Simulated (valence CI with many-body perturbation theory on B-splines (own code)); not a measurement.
E1 transitions of Hf XLII

Method: valence CI with perturbative core correlation (CI+MBPT): three valence electrons over a frozen Dirac-Fock core [Ar] 3d10, radial functions for each j: 11 s, 11 p, 10 d, 8 f, 5 g, 2 h, with the one-electron correlation potential Σ1, the two-electron term Σ2, the three-electron term Σ3, Breit, model QED; selected CI, second order for the rest, scaled by the run's own slope (own B-spline code, finite nucleus).

The last digits are not significant, and no measured levels were compared; by estimate large intervals hold to a few tenths of a per cent, small ones and those within an open d or f shell to about a per cent.

Lines 151 to 200 of 550 in falling wavelength, among levels below 6172.1 × 10³ cm⁻¹, chosen from the strongest by gf and those to the six lowest levels. Wavelengths and rates use the calculated energies. Electric multipoles are in the length gauge, E1 and E2 with the static RPA response of the core. Weak lines are less certain than strong ones. Lines between different terms over intervals too small for the method are left out, as are lines whose strength nearly cancels. Where a level lies close to another of its J and parity, the split of strength between their lines is uncertain. The highest levels of a list are the least certain.

Levels are named by their leading jj configuration (3d3/2^4 stands for four electrons in 3d with j = 3/2), which in mixed levels can hold well under half, so a name can repeat and another be missing. Letters in brackets count levels of one name in rising energy.

```tsv
λ vac (Å)	Upper	Lower	A (s⁻¹)	S (a.u.) with core polarisation	S without
71.56	(4p1/2 4p3/2 4d5/2) J=5/2 [c]	(4p1/2 4p3/2^2) J=3/2	7.09e+11	7.69e-01	8.15e-01
71.56	(4p1/2 4p3/2 4f5/2) J=5/2 [b]	(4p1/2 4p3/2 4d3/2) J=3/2 [b]	2.14e+11	2.32e-01	2.45e-01
71.51	(4p1/2 4p3/2 4f5/2) J=9/2	(4s 4p1/2 4f7/2) J=7/2 [c]	2.34e+11	4.23e-01	4.47e-01
71.46	(4s 4d5/2 4f5/2) J=9/2	(4s 4p3/2 4f5/2) J=7/2 [a]	3.42e+11	6.16e-01	6.52e-01
71.43	(4s 4p3/2 4d5/2) J=5/2 [b]	(4s 4p3/2^2) J=3/2	6.27e+11	6.77e-01	7.17e-01
71.42	(4s 4d5/2 4f7/2) J=11/2 [b]	(4s 4d5/2^2) J=9/2	7.76e+10	1.67e-01	1.76e-01
71.41	(4s 4d5/2 4f5/2) J=3/2 [b]	(4s 4p3/2 4f5/2) J=3/2 [a]	2.11e+11	1.51e-01	1.60e-01
71.36	(4p1/2 4p3/2 4f7/2) J=7/2 [b]	(4p1/2 4p3/2 4d5/2) J=5/2 [a]	2.92e+11	4.19e-01	4.43e-01
71.35	(4s 4p3/2 4f7/2) J=5/2 [a]	(4s 4p3/2 4d3/2) J=3/2 [b]	1.26e+11	1.36e-01	1.44e-01
71.26	(4s 4p3/2 4f5/2) J=7/2 [a]	(4s^2 4f5/2) J=5/2	6.46e+10	9.23e-02	9.85e-02
71.22	(4p3/2 4d3/2 4d5/2) J=9/2	(4s 4d3/2 4d5/2) J=7/2 [a]	8.94e+10	1.59e-01	1.69e-01
71.22	(4s 4d3/2 4d5/2) J=3/2 [b]	(4s 4p3/2 4d3/2) J=1/2 [a]	1.16e+11	8.25e-02	8.72e-02
71.20	(4s 4d3/2 4d5/2) J=3/2 [b]	(4s 4p3/2 4d3/2) J=3/2 [a]	9.72e+10	6.93e-02	7.36e-02
71.15	(4p3/2 4d3/2 4d5/2) J=5/2 [c]	(4s 4d3/2 4d5/2) J=5/2 [b]	8.19e+10	8.74e-02	9.24e-02
71.14	(4s 4p3/2 4f7/2) J=11/2	(4s 4p3/2 4d5/2) J=9/2	2.87e+11	6.11e-01	6.44e-01
71.09	(4s 4d5/2^2) J=1/2 [b]	(4s 4p3/2 4d5/2) J=3/2 [b]	6.05e+11	2.15e-01	2.28e-01
71.08	(4s 4d3/2 4d5/2) J=5/2 [b]	(4s 4p3/2 4d3/2) J=7/2	8.38e+10	8.92e-02	9.46e-02
71.06	(4s 4p3/2 4f7/2) J=7/2 [b]	(4s 4p3/2 4d5/2) J=5/2 [a]	2.31e+11	3.27e-01	3.46e-01
71.03	(4p1/2 4d5/2^2) J=9/2	(4s 4p1/2 4f7/2) J=9/2	1.19e+11	2.10e-01	2.23e-01
71.00	(4p3/2^2 4d5/2) J=7/2	(4s 4p3/2 4d3/2) J=5/2 [b]	7.05e+10	9.97e-02	1.06e-01
70.90	(4s 4p3/2 4f7/2) J=9/2 [b]	(4s 4p3/2 4d5/2) J=7/2 [a]	4.85e+11	8.54e-01	9.01e-01
70.88	(4p3/2^2 4d5/2) J=5/2 [b]	(4p3/2^3) J=3/2	8.96e+11	9.45e-01	1.00e+00
70.82	(4p1/2 4p3/2 4d5/2) J=5/2 [c]	(4p1/2 4p3/2^2) J=5/2	9.18e+10	9.66e-02	1.02e-01
70.81	(4s 4p3/2 4f7/2) J=9/2 [c]	(4s 4p3/2 4d5/2) J=7/2 [b]	1.15e+12	2.01e+00	2.13e+00
70.74	(4s 4p3/2 4d5/2) J=5/2 [a]	(4s 4p3/2^2) J=5/2	3.48e+11	3.64e-01	3.87e-01
70.69	(4p3/2 4d3/2 4d5/2) J=7/2 [b]	(4s 4d3/2 4d5/2) J=7/2 [b]	8.26e+10	1.15e-01	1.22e-01
70.66	(4s 4p1/2 4f7/2) J=7/2 [c]	(4s 4p1/2 4d5/2) J=5/2 [a]	5.11e+10	7.12e-02	7.54e-02
70.63	(4p3/2 4d5/2^2) J=11/2	(4s 4d5/2^2) J=9/2	6.62e+11	1.38e+00	1.46e+00
70.62	(4p3/2 4d3/2 4d5/2) J=7/2 [a]	(4s 4d3/2 4d5/2) J=5/2 [a]	6.33e+10	8.81e-02	9.36e-02
70.60	(4p3/2 4d3/2 4d5/2) J=5/2 [d]	(4s 4p3/2 4f7/2) J=7/2 [a]	1.10e+11	1.15e-01	1.22e-01
70.58	(4p3/2 4d3/2 4d5/2) J=5/2 [b]	(4s 4d3/2 4d5/2) J=5/2 [a]	1.11e+11	1.16e-01	1.23e-01
70.49	(4s 4p3/2 4f7/2) J=3/2	(4s 4p3/2 4d3/2) J=3/2 [b]	1.51e+11	1.04e-01	1.11e-01
70.47	(4s 4d3/2 4d5/2) J=5/2 [b]	(4s 4p3/2 4d3/2) J=3/2 [a]	1.07e+11	1.11e-01	1.17e-01
70.46	(4s 4d5/2 4f7/2) J=11/2 [b]	(4s 4p3/2 4f7/2) J=11/2	1.51e+11	3.13e-01	3.32e-01
70.43	(4p1/2 4p3/2 4d5/2) J=7/2 [a]	(4s 4p1/2 4d5/2) J=7/2	7.11e+10	9.80e-02	1.04e-01
70.42	(4p3/2 4d3/2 4d5/2) J=5/2 [c]	(4s 4d3/2 4d5/2) J=3/2 [b]	1.73e+11	1.79e-01	1.89e-01
70.42	(4p3/2^2 4d3/2) J=3/2 [b]	(4s 4p3/2 4d5/2) J=1/2	1.94e+11	1.34e-01	1.42e-01
70.40	(4s 4d5/2 4f7/2) J=7/2 [b]	(4s 4p3/2 4f7/2) J=7/2 [a]	5.27e+10	7.26e-02	7.70e-02
70.31	(4s 4d3/2 4d5/2) J=5/2 [b]	(4s 4p3/2 4d3/2) J=5/2 [a]	9.79e+10	1.01e-01	1.07e-01
70.31	(4s 4p1/2 4f5/2) J=3/2	(4s 4p1/2 4d3/2) J=1/2	1.15e+11	7.91e-02	8.33e-02
70.28	(4p1/2 4p3/2 4d5/2) J=3/2 [a]	(4s 4p1/2 4d5/2) J=3/2	3.30e+11	2.26e-01	2.40e-01
70.22	(4p1/2 4p3/2 4d5/2) J=5/2 [b]	(4s 4p1/2 4d5/2) J=5/2 [b]	3.08e+11	3.16e-01	3.35e-01
70.19	(4s 4d5/2^2) J=1/2 [a]	(4s 4p3/2 4d5/2) J=3/2 [a]	2.46e+11	8.38e-02	8.89e-02
70.18	(4s 4d5/2^2) J=9/2	(4s 4p3/2 4d5/2) J=9/2	8.89e+10	1.52e-01	1.61e-01
70.05	(4p3/2^2 4d5/2) J=5/2 [a]	(4s 4p3/2 4d5/2) J=3/2 [b]	6.26e+11	6.37e-01	6.75e-01
70.05	(4s 4p3/2 4f7/2) J=5/2 [b]	(4s 4p3/2 4d5/2) J=7/2 [a]	1.10e+11	1.12e-01	1.19e-01
69.95	(4s 4p3/2 4d5/2) J=3/2 [a]	(4s 4p3/2^2) J=5/2	1.48e+11	9.98e-02	1.06e-01
69.87	(4p1/2 4p3/2 4d5/2) J=9/2	(4s 4p1/2 4d5/2) J=7/2	3.11e+11	5.24e-01	5.55e-01
69.81	(4p3/2^2 4d5/2) J=7/2	(4s 4p3/2 4d5/2) J=7/2 [a]	3.44e+11	4.62e-01	4.90e-01
69.78	(4p3/2^2 4d5/2) J=9/2	(4s^2 4f7/2) J=7/2	2.45e+11	4.10e-01	4.37e-01
```
